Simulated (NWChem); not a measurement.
Molecule: HfO₂; SMILES [O]=[Hf]=[O]

```xyz
3

Hf     0.0000     0.0000     0.2252
O      1.4303     0.0000    -0.8324
O     -1.4303     0.0000    -0.8324
```
Atoms are numbered in this order, from 1.

All runs: NWChem. All runs use the structure optimised with PBE0/def2-SVP. def2 effective core potentials on Hf; no spin-orbit coupling. Static field.

```tsv
level	basis functions	isotropic polarisability (bohr³)	anisotropy (bohr³)	relative time
PBE/def2-SVP	60	40.0	26.4	1
PBE/def2-SVPD	81	46.8	28.9	2
PBE/def2-TZVP	102	43.5	27.5	3
PBE/def2-TZVPD	123	48.4	29.3	5
```

Times are rough ratios from one shared machine.
